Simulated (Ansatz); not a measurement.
Computed with Ansatz on PBE0-D4/def2-TZVP structures; ΔE is electronic, products minus reactants. CCSD(T)/CBS is the MP2 limit (def2-TZVPP, def2-QZVPP) plus CCSD(T) − MP2 in def2-TZVPP, frozen cores. This one scheme is used for every species. DFT in def2-TZVPP. B3LYP here is the variant with VWN-RPA as its local correlation; programs differ in this. For Ge, Se outer-core shells are correlated without core-valence functions, which leaves a few kJ/mol of doubt a bond. Scalar relativity is left out up to krypton. Each species was taken in one conformer, which may not be the lowest.

`[CH3][GeH2][SeH]` + CH₃SH → `[CH3][GeH2][CH2]S` + H₂Se  (formal exchange of groups at a Ge–Se bond)

Is it downhill or uphill in electronic energy at CCSD(T)/CBS, and by how much? (Estimate.)

Ansatz gave: Uphill: ΔE = +73.1 kJ/mol.

What do these levels give: PBE-D4, r2SCAN-D4, PBE0-D4, B3LYP-D4, B2PLYP, HF/def2-TZVPP, MP2/def2-TZVPP, SCS-MP2/def2-TZVPP, CCSD/def2-TZVPP, MP2/def2-QZVPP, SCS-MP2/def2-QZVPP, HF/CBS(def2)? (An estimate is asked.)

Computed: PBE-D4 76.3, r2SCAN-D4 78.4, PBE0-D4 78.5, B3LYP-D4 78.1, B2PLYP 79.1, HF/def2-TZVPP 89.9, MP2/def2-TZVPP 73.0, SCS-MP2/def2-TZVPP 74.2, CCSD/def2-TZVPP 72.9, MP2/def2-QZVPP 74.1, SCS-MP2/def2-QZVPP 75.3, HF/CBS(def2) 90.0 kJ/mol.

Largest T1 diagnostic among the species: 0.010.

The D4 term adds −4.7 kJ/mol with B3LYP and −2.8 kJ/mol with PBE0; it sums over pairs of atoms, weighted by their polarisabilities, and B3LYP, whose exchange is more repulsive, gets the larger term. In def2-TZVPP, CCSD(T) changes the Hartree–Fock value by −18.8 kJ/mol (the triples alone add −1.8 kJ/mol) and MP2 by −16.9 kJ/mol.
